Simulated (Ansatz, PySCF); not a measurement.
Si(H)2(OH)(SMe) (CH₆OSSi), SMILES S(C)[SiH2]O.

The structure is a stationary point at ωB97X-D3(BJ)/def2-SVP. The structure was generated by enumeration, and PubChem lists no compound with its InChIKey, so it may never have been made. The values are those of a single conformer.

Vertical ionisation energy (IE) and electron affinity (EA) in eV. Rows of orbital energies are one-electron estimates. Where ΔSCF, EOM or ADC give a negative EA the extra electron is unbound and the value depends on the basis.

| level | IE | EA |
|---|---|---|
| −ε(HOMO), −ε(LUMO), r2SCAN/def2-TZVP (PySCF) | 6.07 | 0.69 |
| −ε(HOMO), −ε(LUMO), PBE/def2-TZVP (PySCF) | 5.80 | 1.05 |
| ΔSCF, CAM-B3LYP/def2-SVPD (Ansatz), final states of multiplicity 2 and 2 | 9.29 | -1.18 |
| ΔSCF, PBE/def2-SVPD (Ansatz), final states of multiplicity 2 and 2 | 9.03 | -0.84 |

**Question.** What vertical singlet–triplet gap does ΔSCF give with CAM-B3LYP/def2-SVPD (Ansatz, a first-principles code) and with PBE/def2-SVPD (Ansatz)? (An estimate is asked for; the answer gives what the named calculation found.)

**Answer.** 5.29 and 4.83 eV (triplet above singlet where positive).
